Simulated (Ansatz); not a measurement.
`F[Si](F)(F)[SiH3]` + `[CH3][Zn][S][SiH3]` → `[CH3][Zn][S][Si](F)(F)F` + disilane  (redistribution)

Gas-phase electronic energies from Ansatz, PBE0-D4/def2-TZVP geometries. CCSD(T)/CBS adds triple-zeta CCSD(T) − MP2 to the extrapolated MP2 energy (def2 sets, frozen cores). DFT in def2-TZVPP. B3LYP here is the variant with VWN-RPA as its local correlation; programs differ in this. HSE06 is defined as in plane-wave codes. For Zn outer-core shells are correlated without core-valence functions, which leaves a few kJ/mol of doubt a bond. Scalar relativity is left out up to krypton. One conformer a species, not always the lowest.

`F[Si](F)(F)[SiH3]`:

Cartesian coordinates in Å:
```
F 0.539 2.187 -0.096
Si -0.503 1.003 0.014
F -1.518 1.169 -1.188
F -1.324 1.232 1.346
Si 0.541 -1.078 -0.015
H 1.288 -1.219 -1.289
H 1.473 -1.159 1.137
H -0.496 -2.134 0.091
```

`[CH3][Zn][S][SiH3]`:

```xyz
10

C    -1.928    1.586   -0.169
Zn   -0.781    0.254    0.632
S     0.480   -1.250    1.576
Si    1.904   -1.481    0.016
H    -2.056    1.387   -1.235
H    -1.498    2.583   -0.052
H    -2.912    1.577    0.304
H     2.647   -0.221   -0.258
H     1.273   -1.913   -1.261
H     2.871   -2.522    0.447
```

`[CH3][Zn][S][Si](F)(F)F`:

```xyz
10

C    -2.152   -1.114    0.387
Zn   -0.270   -0.743    0.586
S     1.889   -0.434    0.919
Si    2.012    1.121   -0.432
F     3.004    0.837   -1.623
F     2.484    2.477    0.218
F     0.591    1.410   -1.090
H    -2.460   -0.913   -0.641
H    -2.364   -2.159    0.619
H    -2.736   -0.481    1.057
```

`[SiH3][SiH3]`:

Cartesian coordinates in Å:
```
Si 0.088 1.040 0.528
Si -0.088 -1.039 -0.528
H -1.233 1.723 0.544
H 0.552 0.868 1.931
H 1.061 1.903 -0.193
H -0.555 -0.868 -1.930
H -1.059 -1.904 0.195
H 1.234 -1.721 -0.547
```

```
             level  ΔE (kJ/mol)  difference from CCSD(T)/CBS
       LDA (SPW92)        -30.1                         -3.6
            PBE-D4        -26.1                          0.4
         revPBE-D4        -26.9                         -0.4
           BLYP-D4        -22.8                          3.7
         r2SCAN-D4        -30.9                         -4.4
            B97M-V        -35.0                         -8.5
           PBE0-D4        -28.9                         -2.4
        r2SCANh-D4        -31.4                         -4.9
        r2SCAN0-D4        -32.1                         -5.6
          BHLYP-D4        -27.9                         -1.4
      CAM-B3LYP-D4        -26.2                          0.3
           ωB97X-V        -27.8                         -1.3
           ωB97M-V        -29.5                         -3.0
          PBE-QIDH        -28.8                         -2.3
               PBE        -24.3                          2.2
            revPBE        -21.9                          4.6
              BLYP        -18.9                          7.6
            r2SCAN        -30.5                         -4.0
             B3LYP        -22.4                          4.1
           r2SCANh        -30.9                         -4.4
           r2SCAN0        -31.5                         -5.0
             HSE06        -27.4                         -0.9
             BHLYP        -25.7                          0.8
         CAM-B3LYP        -24.7                          1.8
           LC-ωPBE        -27.1                         -0.6
RPA@PBE/def2-TZVPP        -26.8                         -0.3
      MP2/def2-SVP        -36.8                        -10.3
     CCSD/def2-SVP        -36.8                        -10.3
  CCSD(T)/def2-SVP        -36.7                        -10.2
     HF/def2-TZVPP        -26.0                          0.5
    MP2/def2-TZVPP        -26.3                          0.2
SCS-MP2/def2-TZVPP        -24.8                          1.7
   CCSD/def2-TZVPP        -28.5                         -2.0
CCSD(T)/def2-TZVPP        -28.6                         -2.1
     HF/def2-QZVPP        -25.5                          1.0
    MP2/def2-QZVPP        -24.9                          1.6
SCS-MP2/def2-QZVPP        -23.4                          3.1
      HF/CBS(def2)        -25.4                          1.1
     MP2/CBS(def2)        -24.2                          2.3
    CCSD/CBS(def2)        -26.4                          0.1
       CCSD(T)/CBS        -26.5                            0
```

Largest T1 diagnostic among the species: 0.013.

From BLYP to BHLYP (50 % exact exchange), in def2-TZVPP and without D4, ΔE moves by −6.7 kJ/mol. Leaving LDA and LC-ωPBE aside and taking each functional with its dispersion term where it has one, the values spread over 12.2 kJ/mol, from B97M-V to BLYP-D4. LDA lies −5.8 kJ/mol from PBE without D4.
